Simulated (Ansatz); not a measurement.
Abridged output of a molecular run in Ansatz:

```
Functional definition: HF
2916 factors; integrals over basis functions are off by at most 1.1e-3 eV
mean field evaluation 1: about -175822.8464 eV, gradient 5.0e1 eV
mean field evaluation 2: about -175823.1677 eV, gradient 5.0e1 eV
mean field evaluation 4: about -175829.1258 eV, gradient 5.8e0 eV
mean field evaluation 8: about -175829.2509 eV, gradient 4.0e-1 eV
mean field -175829.25150167 eV, -6461.6058113392 hartree, gradient 6.7e-6 eV, S^2 0.000000; 0 other end points of the search recorded, 0 dependent functions left out
34 core orbitals not correlated: weight in the atoms' cores, before any rotation towards them, 1.000 or more for the frozen orbitals, at most 0.000 for the correlated occupied ones
reference -175829.25150167 eV, -6461.6058113392 hartree; 41, 41 occupied and 380, 380 virtual orbitals, 2916 factors
second order -46.91371066 eV of doubles, -0.00000000 eV of singles
cycle   1  -46.21006530 eV  change    7.0e-1 eV  update   1.8e-1
cycle   2  -47.72655750 eV  change    -1.5e0 eV  update   5.1e-2
cycle   3  -47.96364331 eV  change   -2.4e-1 eV  update   2.7e-2
cycle   4  -47.93175954 eV  change    3.2e-2 eV  update   6.5e-3
cycle   5  -47.92748482 eV  change    4.3e-3 eV  update   3.4e-3
cycle   6  -47.92860285 eV  change   -1.1e-3 eV  update   1.1e-3
cycle   7  -47.92810783 eV  change    5.0e-4 eV  update   6.6e-4
cycle   8  -47.92800648 eV  change    1.0e-4 eV  update   2.5e-4
cycle   9  -47.92815529 eV  change   -1.5e-4 eV  update   1.1e-4
cycle  10  -47.92817776 eV  change   -2.2e-5 eV  update   3.5e-5
perturbative correction -1.80836939 eV, -0.0664563492 hartree
Total energy: -175878.98804882 eV, -6463.4335957343 hartree
```

Its atoms:

Z-matrix (Å, degrees):
```
C
N 1 1.448
H 1 1.098 2 111.7
H 1 1.098 2 113.0 3 -120.9
H 1 1.095 2 110.4 3 118.6
Ge 2 1.884 1 119.7 3 -161.3
Ge 2 1.798 1 120.2 3 26.0
Ga 6 2.459 2 100.3 1 163.6
H 6 1.553 2 107.1 1 -69.1
H 6 1.550 2 102.5 1 41.2
O 7 1.856 2 101.1 1 -153.8
Sn 7 2.613 2 112.9 1 -37.9
H 7 1.554 2 116.8 1 98.3
H 8 1.579 6 118.7 2 102.2
H 8 1.571 6 117.3 2 -99.9
H 11 0.962 7 112.0 2 -155.7
H 12 1.702 7 109.8 2 -39.4
H 12 1.706 7 110.9 2 81.9
H 12 1.706 7 108.1 2 -159.0
```

Which basis set was used?
A. def2-SVPD
B. def2-TZVPP
C. cc-pV(D+d)Z
D. def2-SVP

B. It gives 455 functions.

Write the keys of the input that set method, charge and spin (a neutral closed shell needs none for the last two).


```yaml
correlation: {method: ccsd_t}
```
